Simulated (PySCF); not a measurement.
Excited states between 380 and 750 nm. Vertical TDDFT excitations of isolated species (PySCF; the level stands beside each; core orbitals frozen in the response), one conformer each, no solvent. Relativistic effects are left out although some hold elements past zinc. Ions are computed without counter-ions or solvent.

1. `O=C/C=C/[SiH2]S[SiH3]`
2. `[C-]#CCC#CC=C`
3. `COC[SiH]([SiH3])[SiH3]`
4. `C#C/C=[N+](/C)CC=C`
5. `N#CC1(F)C=C1`
6. `CC[O+](CC)[Al-]([Br])([Br])[Br]`
7. `CS[Si](C)(C)SC`

Problem. For which of them does the calculation put a singlet between 380 and 750 nm?

Solution. 2.

1. (B3LYP/def2-SVPD on a GFN2-xTB geometry) 364 nm (f 0.000); 306 nm (f 0.009); 230 nm (f 0.000); 220 nm (f 0.011); 214 nm (f 0.597). No computed singlet lies in the visible range (380 to 750 nm); the lowest, at 364 nm, stands 0.15 eV above its violet end (3.26 eV); a Tamm–Dancoff triplet lies at 425 nm, without intensity as long as spin–orbit coupling is left out.
2. (B3LYP/def2-SVPD on a GFN2-xTB geometry) 504 nm (f 0.029); 497 nm (f 0.000); 465 nm (f 0.075); 342 nm (f 0.001); 325 nm (f 0.001). 3 computed singlets (S1 to S3) lie in the visible range (380 to 750 nm), the largest f among them at 465 nm, f = 0.075; light of that wavelength is blue, and its complementary colour is yellow; a Tamm–Dancoff triplet lies at 565 nm, without intensity as long as spin–orbit coupling is left out.
3. (CAM-B3LYP/def2-SVPD on a GFN2-xTB geometry) 181 nm (f 0.199); 178 nm (f 0.012); 177 nm (f 0.073); 174 nm (f 0.011); 172 nm (f 0.008).
4. (PBE0/def2-SVPD on a GFN2-xTB geometry) 348 nm (f 0.012); 292 nm (f 0.003); 244 nm (f 0.304); 212 nm (f 0.033); 185 nm (f 0.032). No computed singlet lies in the visible range (380 to 750 nm); the lowest, at 348 nm, stands 0.30 eV above its violet end (3.26 eV); a Tamm–Dancoff triplet lies at 392 nm, without intensity as long as spin–orbit coupling is left out.
5. (wB97X-D/def2-SVPD on a GFN2-xTB geometry) 202 nm (f 0.008); 175 nm (f 0.001); 170 nm (f 0.052); 160 nm (f 0.021); 155 nm (f 0.002).
6. (CAM-B3LYP/def2-SVPD on a PBE0-D3(BJ)/def2-SVP geometry) 184 nm (f 0.001); 176 nm (f 0.045); 175 nm (f 0.065); 170 nm (f 0.110); 169 nm (f 0.124).
7. (PBE0/def2-SVPD on a PBE0-D3(BJ)/def2-SVP geometry) 221 nm (f 0.025); 219 nm (f 0.004); 204 nm (f 0.004); 201 nm (f 0.048); 195 nm (f 0.003).
